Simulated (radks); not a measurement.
Trend from Zr4+ to Cd4+: ionisation energy by Delta-SCF between NIST ground configurations, and size. All-electron calculation, Dirac Kohn-Sham, BLYP, spin-unpolarised, spherical densities, point nucleus; open shells fill j = l - 1/2 first. Program: a radial shooting solver on a logarithmic mesh with Libxc functionals.

| species | configuration | configuration of the ion | IE (eV) | NIST (eV) | kind | outermost | <r> outermost (bohr) | r at 0.001 e/bohr^3 (bohr) |
|---|---|---|---|---|---|---|---|---|
| Zr4+ | [Kr] | [Ar] 3d10 4s2 4p5 | 80.086 | 80.35 | semi-emp. | 4p3/2 | 1.33 | 2.90 |
| Nb4+ | [Kr] 4d1 | [Kr] | 50.348 | 50.573 | exp. | 4d3/2 | 1.61 | 3.01 |
| Mo4+ | [Kr] 4d2 | [Kr] 4d1 | 53.511 | 54.42 | semi-emp. | 4d3/2 | 1.52 | 3.05 |
| Tc4+ | [Kr] 4d3 | [Kr] 4d2 | 56.609 | 57 | theory | 4d3/2 | 1.44 | 3.04 |
| Ru4+ | [Kr] 4d4 | [Kr] 4d3 | 59.649 | 59 | theory | 4d3/2 | 1.37 | 3.02 |
| Rh4+ | [Kr] 4d5 | [Kr] 4d4 | 62.106 | 63 | theory | 4d5/2 | 1.32 | 2.99 |
| Pd4+ | [Kr] 4d6 | [Kr] 4d5 | 65.024 | 61 | theory | 4d5/2 | 1.26 | 2.95 |
| Ag4+ | [Kr] 4d7 | [Kr] 4d6 | 67.907 | 65 | theory | 4d5/2 | 1.21 | 2.91 |
| Cd4+ | [Kr] 4d8 | [Kr] 4d7 | 70.760 | 68 | theory | 4d5/2 | 1.16 | 2.87 |

Reference values: NIST Atomic Spectra Database (exp. = measured, semi-emp. = semi-empirical, theory = theoretical value adopted there). Spin polarisation and multiplet splitting are left out, so open shells lie too high by an amount that depends on their filling.

Beside tabulated values, note that spin-unpolarised runs miss the spin-polarisation part of the exchange energy of open shells.
